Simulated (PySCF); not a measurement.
Isomers of C3H6N2Si, one GFN2-xTB conformer each. Single-point energies are computed at PBE0/pcSseg-1 (PySCF, gas phase, no added dispersion term), electronic only.

```json
{"SMILES": "C/C=N\\[SiH2]C#N", "GFN2-xTB relative energy (kJ/mol)": "0.0"}
{"SMILES": "C=N[SiH2]CC#N", "GFN2-xTB relative energy (kJ/mol)": "11.3"}
```

Conformers: `[CH3:1]/[CH:2]=[N:3]\[SiH2:4][C:5]#[N:6]` with C2–N3–Si4–C5 -117°; `[CH2:1]=[N:2][SiH2:3][CH2:4][C:5]#[N:6]` with C1–N2–Si3–C4 119°, N2–Si3–C4–C5 -68°.

Problem. What does PBE0/pcSseg-1 give for the same structures?

Solution. 
```json
{"SMILES": "C/C=N\\[SiH2]C#N", "PBE0/pcSseg-1 E (Eh)": "-516.47787", "PBE0/pcSseg-1 (kJ/mol)": "0.0", "GFN2-xTB (kJ/mol)": "0.0", "point group": "C1"}
{"SMILES": "C=N[SiH2]CC#N", "PBE0/pcSseg-1 E (Eh)": "-516.46793", "PBE0/pcSseg-1 (kJ/mol)": "26.1", "GFN2-xTB (kJ/mol)": "11.3", "point group": "C1"}
```

Both levels put the same isomer lowest. 

Problem. Which frontier levels, dipoles and rotational constants go with these structures?

Solution. 
| SMILES | HOMO (eV, PBE0/pcSseg-1) | LUMO (eV) | dipole (D) | A, B, C (MHz) |
| --- | --- | --- | --- | --- |
| C/C=N\[SiH2]C#N | -7.41 | -1.17 | 5.45 | 6484, 1436, 1341 |
| C=N[SiH2]CC#N | -7.35 | -1.21 | 3.44 | 4330, 2008, 1508 |
